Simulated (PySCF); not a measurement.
CH7GeN.
Z-matrix (Å and degrees, PBE0-D3(BJ)/def2-SVP geometry), rows numbered from 1:
```
N 
C   1  1.4503
Ge  2  1.9655  1  109.86
H   1  1.0184  2  111.11  3  -173.31
H   1  1.0178  2  110.72  3    68.63
H   2  1.1106  1  115.94  3  -123.90
H   2  1.1027  1  109.32  3   116.21
H   3  1.5434  2  110.52  1  -174.20
H   3  1.5443  2  108.97  1   -55.02
H   3  1.5385  2  110.60  1    64.49
```

Theory: PySCF 2.14.0, PBE0-D3(BJ)/def2-SVP geometry optimisation, gas phase.

Take the most abundant isotopes and a rigid rotor. The values belong to one conformer with, in the numbering `[NH2:1][CH2:2][GeH3:3]`, H–N1–C2–Ge3 -173° and 69°.

Task: Give the principal moments of inertia and the rotational constants in MHz.

Result: Ia = 20.87, Ib = 139.11, Ic = 149.06 u·Å²; 505379 MHz·u·Å²/I gives A = 24217, B = 3633, C = 3390 MHz.

Task: What kind of rotor is it?

Result: A near-prolate asymmetric top: κ = (2 × 3633 − 24217 − 3390)/(24217 − 3390) = -0.98.

Task: Is it planar, by Δ = Ic − Ia − Ib?

Result: Not planar: Δ = Ic − Ia − Ib = -10.92 u·Å². For a rigid frame Δ = −2 Σ m c², so Σ m c² = 5.46 u·Å² lies off the ab plane: 5.39 from hydrogen and 0.07 from heavier atoms. The atom farthest from that plane is 1.36 Å away.

Task: Give the coordinates in the principal-axis frame, origin at the centre of mass.

Result: The sense of each axis is arbitrary; atoms in the order of the calculation.
| atom | mass (u) | a (Å) | b (Å) | c (Å) |
| --- | --- | --- | --- | --- |
| N1 | 14.003 | -2.132 | 0.415 | 0.063 |
| C2 | 12.000 | -1.177 | -0.672 | -0.034 |
| Ge3 | 73.921 | 0.654 | 0.042 | 0.003 |
| H4 | 1.008 | -3.082 | 0.062 | 0.156 |
| H5 | 1.008 | -2.117 | 0.984 | -0.781 |
| H6 | 1.008 | -1.285 | -1.335 | -0.918 |
| H7 | 1.008 | -1.272 | -1.322 | 0.851 |
| H8 | 1.008 | 1.679 | -1.084 | -0.245 |
| H9 | 1.008 | 0.804 | 1.098 | -1.114 |
| H10 | 1.008 | 0.947 | 0.711 | 1.357 |

Task: Which lines would a microwave search look for?

Result: The dipole components are |μa| = 1.26 D, |μb| = 0.81 D, |μc| = 0.92 D. Intensities carry the squares of the components, which stand as 1.00 : 0.41 : 0.53 (a : b : c). Some lines, for components of 0.1 D or more:

```json
{"type": "a", "branch": "Q", "J(Ka,Kc)": "2(1,1) ← 2(1,2)", "MHz": "728", "lower level (cm⁻¹)": "1.381"}
{"type": "a", "branch": "R", "J(Ka,Kc)": "1(0,1) ← 0(0,0)", "MHz": "7023", "lower level (cm⁻¹)": "0.000"}
{"type": "a", "branch": "R", "J(Ka,Kc)": "2(1,2) ← 1(1,1)", "MHz": "13804", "lower level (cm⁻¹)": "0.921"}
{"type": "a", "branch": "R", "J(Ka,Kc)": "2(1,1) ← 1(1,0)", "MHz": "14289", "lower level (cm⁻¹)": "0.929"}
{"type": "c", "branch": "Q", "J(Ka,Kc)": "2(1,2) ← 2(0,2)", "MHz": "20344", "lower level (cm⁻¹)": "0.703"}
{"type": "c", "branch": "Q", "J(Ka,Kc)": "1(1,1) ← 1(0,1)", "MHz": "20584", "lower level (cm⁻¹)": "0.234"}
{"type": "b", "branch": "Q", "J(Ka,Kc)": "1(1,0) ← 1(0,1)", "MHz": "20827", "lower level (cm⁻¹)": "0.234"}
{"type": "b", "branch": "Q", "J(Ka,Kc)": "2(1,1) ← 2(0,2)", "MHz": "21071", "lower level (cm⁻¹)": "0.703"}
{"type": "b", "branch": "R", "J(Ka,Kc)": "1(1,1) ← 0(0,0)", "MHz": "27607", "lower level (cm⁻¹)": "0.000"}
{"type": "c", "branch": "R", "J(Ka,Kc)": "1(1,0) ← 0(0,0)", "MHz": "27850", "lower level (cm⁻¹)": "0.000"}
{"type": "b", "branch": "R", "J(Ka,Kc)": "2(1,2) ← 1(0,1)", "MHz": "34388", "lower level (cm⁻¹)": "0.234"}
{"type": "c", "branch": "R", "J(Ka,Kc)": "2(1,1) ← 1(0,1)", "MHz": "35116", "lower level (cm⁻¹)": "0.234"}
{"type": "c", "branch": "Q", "J(Ka,Kc)": "2(2,1) ← 2(1,1)", "MHz": "61752", "lower level (cm⁻¹)": "1.406"}
{"type": "b", "branch": "Q", "J(Ka,Kc)": "2(2,0) ← 2(1,1)", "MHz": "61754", "lower level (cm⁻¹)": "1.406"}
{"type": "b", "branch": "Q", "J(Ka,Kc)": "2(2,1) ← 2(1,2)", "MHz": "62480", "lower level (cm⁻¹)": "1.381"}
{"type": "b", "branch": "R", "J(Ka,Kc)": "2(2,1) ← 1(1,0)", "MHz": "76041", "lower level (cm⁻¹)": "0.929"}
{"type": "c", "branch": "R", "J(Ka,Kc)": "2(2,0) ← 1(1,0)", "MHz": "76043", "lower level (cm⁻¹)": "0.929"}
{"type": "c", "branch": "R", "J(Ka,Kc)": "2(2,1) ← 1(1,1)", "MHz": "76284", "lower level (cm⁻¹)": "0.921"}
{"type": "b", "branch": "R", "J(Ka,Kc)": "2(2,0) ← 1(1,1)", "MHz": "76286", "lower level (cm⁻¹)": "0.921"}
```

Stationary, but not proved a minimum. No vibrational averaging or centrifugal distortion is included, and the geometry carries the error of its method. A rigid rotor knows nothing of inversion at nitrogen or internal rotation, which can split or shift real lines. Quadrupole hyperfine structure (14N) is left out.

The run took 34 s of wall time on Arm Neoverse N1, one thread, shared host, and the process peaked at 0.39 GiB of memory. This is the geometry optimisation.
